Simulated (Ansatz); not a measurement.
`FC(F)(F)[Si]12O[Si]3(F)O[Si]4(F)O[Si](F)(O3)O[Si](F)(O[Si](F)(O4)O1)O2` with charge +1. Total charge 1; doublet. Geometry r2SCAN-D4/def2-SVP; atoms count from 1.

```xyz
24

F     0.3248    3.5864    2.1243
C     1.3000    2.7333    2.0745
F     2.3385    3.1483    1.4190
F     1.5759    2.1685    3.2085
Si    0.4756    1.0798    0.8633
O    -0.7805    0.6687    1.7754
Si   -1.8378   -0.5861    1.3545
F    -2.9263   -0.6771    2.4917
O    -0.9148   -1.9290    1.1901
Si   -0.3578   -2.7291   -0.1520
F    -0.4242   -4.2947    0.0344
O    -1.2765   -2.2047   -1.4103
Si   -2.0733   -0.7851   -1.6384
F    -3.3716   -0.9547   -2.5193
O    -2.4320   -0.2097   -0.1245
O    -1.0508    0.2911   -2.3531
Si    0.3487    1.0564   -2.0629
F     0.6921    2.1517   -3.1429
O     1.5818   -0.0051   -1.8323
Si    2.0857   -0.9120   -0.5579
F     3.6374   -1.1860   -0.5909
O     1.2027   -2.2626   -0.4006
O     1.7155    0.0487    0.7954
O     0.1672    1.8032   -0.5461
```

(1) Estimate the Mulliken populations from the PBE0/def2-SVP orbitals of Ansatz.

(2) Where does the spin sit?

(3) And the Mayer bond orders between heavy atoms (over 0.3)?

## Answers

(1) 
| atom | charge (e) | spin (α − β) |
| --- | --- | --- |
| F1 | -0.04 | 0.10 |
| C2 | 0.43 | 0.43 |
| F3 | -0.04 | 0.09 |
| F4 | -0.04 | 0.10 |
| Si5 | 0.94 | 0.14 |
| O6 | -0.51 | 0.03 |
| Si7 | 1.24 | 0.01 |
| F8 | -0.25 | 0.00 |
| O9 | -0.59 | 0.00 |
| Si10 | 1.17 | 0.00 |
| F11 | -0.25 | 0.00 |
| O12 | -0.57 | 0.00 |
| Si13 | 1.17 | 0.00 |
| F14 | -0.25 | 0.00 |
| O15 | -0.59 | 0.00 |
| O16 | -0.55 | 0.01 |
| Si17 | 1.22 | 0.00 |
| F18 | -0.25 | 0.00 |
| O19 | -0.58 | 0.00 |
| Si20 | 1.22 | 0.00 |
| F21 | -0.25 | 0.00 |
| O22 | -0.55 | 0.01 |
| O23 | -0.54 | 0.04 |
| O24 | -0.54 | 0.04 |
Mulliken values depend strongly on the basis.

(2) Summed by element: F 0.29, C 0.43, Si 0.15, O 0.13, of 1 unpaired in all. Largest on single atoms: C2 0.43, Si5 0.14, F1 0.10.

(3) F1–C2 1.21 (1.30 Å); C2–F3 1.20 (1.30 Å); C2–F4 1.21 (1.30 Å); C2–Si5 0.39 (2.21 Å); Si5–O6 1.26 (1.61 Å); Si5–O23 1.22 (1.61 Å); Si5–O24 1.22 (1.61 Å); O6–Si7 0.84 (1.69 Å); Si7–F8 1.20 (1.58 Å); Si7–O9 1.02 (1.64 Å); Si7–O15 1.02 (1.64 Å); O9–Si10 0.96 (1.66 Å); Si10–F11 1.19 (1.58 Å); Si10–O12 1.01 (1.64 Å); Si10–O22 0.99 (1.65 Å); O12–Si13 1.01 (1.64 Å); Si13–F14 1.19 (1.58 Å); Si13–O15 0.96 (1.66 Å); Si13–O16 0.99 (1.65 Å); O16–Si17 1.09 (1.62 Å); Si17–F18 1.20 (1.58 Å); Si17–O19 1.01 (1.64 Å); Si17–O24 0.82 (1.70 Å); O19–Si20 1.01 (1.64 Å); Si20–F21 1.20 (1.58 Å); Si20–O22 1.09 (1.62 Å); Si20–O23 0.82 (1.70 Å).
